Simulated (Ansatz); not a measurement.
`[F][GeH]([Cl])[GeH3]` → `[F][GeH3]` + `[Cl][GeH]`  (germylene formation by 1,1-elimination)

Gas-phase electronic energies from Ansatz, PBE0-D4/def2-TZVP geometries. CCSD(T)/CBS adds triple-zeta CCSD(T) − MP2 to the extrapolated MP2 energy (def2 sets, frozen cores). Functionals use def2-TZVPP. For Ge outer-core shells are correlated without core-valence functions, which leaves a few kJ/mol of doubt a bond. Scalar relativity is left out up to krypton.

```
             level  ΔE (kJ/mol)
            r2SCAN        164.6
RPA@PBE/def2-TZVPP        143.0
     CCSD/def2-SVP        144.9
      HF/CBS(def2)        123.6
```

Q: What does CCSD(T)/CBS give? (Estimate.)

A: Computed: +153.6 kJ/mol. The listed levels differ from it by 11.0, -10.6, -8.7, -30.0 kJ/mol.

Largest T1 diagnostic among the species: 0.013.

At CCSD(T), def2-SVP lies −6.0 kJ/mol from the extrapolated value and def2-TZVPP +6.5 kJ/mol. The D4 term adds +13.5 kJ/mol with B3LYP and +7.4 kJ/mol with PBE0; it sums over pairs of atoms, weighted by their polarisabilities, and B3LYP, whose exchange is more repulsive, gets the larger term.

B3LYP here is the variant with VWN-RPA as its local correlation; programs differ in this.
